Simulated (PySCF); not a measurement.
A structure optimised at B3LYP-D3(BJ)/def2-SVP, used in a PySCF frequency run:

```
B
O 1 1.3525
H 2 0.9653 1 112.92
H 1 1.2108 2 120.66 3 0.00
C 1 1.5307 4 120.16 2 180.00
C 5 1.2179 4 151.45 1 180.00
H 6 1.0746 4 161.44 1 180.00
```
Charge 0, spin multiplicity 1.

Question: Write its SMILES, formula and point group.

Answer: C#CBO, C2H3BO, Cs

Question: What are its rotational constants (standard atomic weights)?

Answer: 53.085, 4.2467, 3.9321 GHz
